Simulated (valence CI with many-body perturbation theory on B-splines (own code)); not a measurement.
Results of a calculation; reference values are marked as such.
## Energy levels of Ta XXIV

Level of theory: relativistic CI+MBPT: four valence electrons over a frozen Dirac-Fock core [Kr] 4d10, a basis of 7 s, 7 p, 7 d, 7 f, 4 g, 2 h functions for each j, with the one-electron correlation potential Σ1, the two-electron term Σ2, the three-electron term Σ3, Breit, model QED; selected CI, second order for the rest, scaled by the run's own slope (own B-spline code, finite nucleus).

No measured levels were compared; by estimate terms of the open shell hold to a few per cent of their energy, and close levels can change places.

Levels 1 to 45 of 200, with energies above the lowest level, 4f⁴ ⁵I_4. "Leading %" is the weight of the configuration and term that name the level; weights of strongly mixed levels are sums over their largest components and can fall short.

```
No.  Configuration  Term   J  E (eV)  Leading %  Second component      g
  1            4f⁴    ⁵I   4   0.000         84       14 % 4f⁴ ³H  0.634
  2            4f⁴    ⁵I   5   1.535         92        7 % 4f⁴ ³H  0.908
  3            4f⁴    ⁵I   6   2.879         90        6 % 4f⁴ ³K  1.057
  4            4f⁴    ⁵I   7   4.002         78       17 % 4f⁴ ³K  1.140
  5            4f⁴    ⁵F   2   4.237         43       19 % 4f⁴ ³D  0.971
  6            4f⁴    ⁵F   1   4.734         82       17 % 4f⁴ ³D  0.102
  7            4f⁴    ⁵I   8   4.962         63       28 % 4f⁴ ³K  1.187
  8            4f⁴    ³G   4   5.117         28       19 % 4f⁴ ³H  1.034
  9            4f⁴    ⁵F   3   5.530         71       13 % 4f⁴ ³G  1.167
 10            4f⁴    ⁵S   2   5.984         36       26 % 4f⁴ ⁵F  1.286
 11            4f⁴    ⁵G   2   6.037         46       28 % 4f⁴ ⁵S  0.984
 12            4f⁴    ⁵G   3   6.357         58       24 % 4f⁴ ³G  0.917
 13            4f⁴    ³K   6   6.478         87        7 % 4f⁴ ⁵I  0.879
 14            4f⁴    ⁵F   5   6.962         37       29 % 4f⁴ ³G  1.233
 15            4f⁴    ³L   7   6.963         49       30 % 4f⁴ ³K  0.971
 16            4f⁴    ⁵F   4   7.133         68       14 % 4f⁴ ³H  1.220
 17            4f⁴    ³M   8   7.556         35       22 % 4f⁴ ⁵I  1.024
 18            4f⁴    ⁵G   4   8.378         67       23 % 4f⁴ ³H  1.047
 19            4f⁴    ⁵F   5   8.577         47       24 % 4f⁴ ³H  1.250
 20            4f⁴    ³D   2   8.609         30       23 % 4f⁴ ⁵F  1.164
 21            4f⁴    ³G   3   8.677         57       26 % 4f⁴ ⁵G  0.864
 22            4f⁴    ³P   1   9.305         57       29 % 4f⁴ ³D  1.032
 23            4f⁴    ¹D   2   9.593         38       36 % 4f⁴ ³F  1.028
 24            4f⁴    ⁵G   5   9.755         56       34 % 4f⁴ ³H  1.147
 25            4f⁴    ³L   8   9.810         59       27 % 4f⁴ ¹L  0.998
 26            4f⁴    ³P   0   9.865         63       36 % 4f⁴ ⁵D       
 27            4f⁴    ⁵G   6   9.906         58       32 % 4f⁴ ³H  1.247
 28            4f⁴    ³M   9   9.958         57       43 % 4f⁴ ³L  1.051
 29            4f⁴    ³K   7   9.968         49       44 % 4f⁴ ³L  0.963
 30            4f⁴    ³I   5  10.073         52       26 % 4f⁴ ¹H  0.924
 31            4f⁴    ³F   4  10.079         56       12 % 4f⁴ ⁵D  1.199
 32            4f⁴    ³D   3  10.091         52       25 % 4f⁴ ³F  1.259
 33            4f⁴    ³P   0  10.284         58       41 % 4f⁴ ⁵D       
 34            4f⁴    ³K   8  10.433         38       37 % 4f⁴ ³M  1.034
 35            4f⁴    ³H   6  10.804         39       36 % 4f⁴ ³I  1.141
 36            4f⁴    ³F   2  10.840         55       18 % 4f⁴ ⁵G  0.717
 37            4f⁴    ⁵D   1  10.883         85       15 % 4f⁴ ³P  1.495
 38            4f⁴    ³G   4  11.158         54       18 % 4f⁴ ³H  1.045
 39            4f⁴    ³I   7  11.620         71       20 % 4f⁴ ¹K  1.100
 40            4f⁴    ³H   6  11.674         42       31 % 4f⁴ ³I  1.097
 41            4f⁴    ⁵D   2  11.722         78       13 % 4f⁴ ³P  1.459
 42            4f⁴    ³F   4  11.877         36       21 % 4f⁴ ³G  1.140
 43            4f⁴    ³M  10  11.926         89       11 % 4f⁴ ¹N  1.086
 44            4f⁴    ³F   3  12.266         37       26 % 4f⁴ ³D  1.246
 45            4f⁴    ³D   1  12.392         54       37 % 4f⁴ ³P  0.859
```

Names give the largest LS component (configuration and term), which can be under half, so a name can repeat, a term be missing and a line seem to break the LS rules; names also repeat where a configuration has a term twice.

Where two levels of one J and parity lie close, their mixing, g and order are uncertain.

The ionisation energy to 4f³ ⁴I°9/2 of the next ion comes out as 679.44 eV (NIST: 700 ± 30 eV (theoretical)). All 200 levels together are meant to be complete up to 129.625 eV.
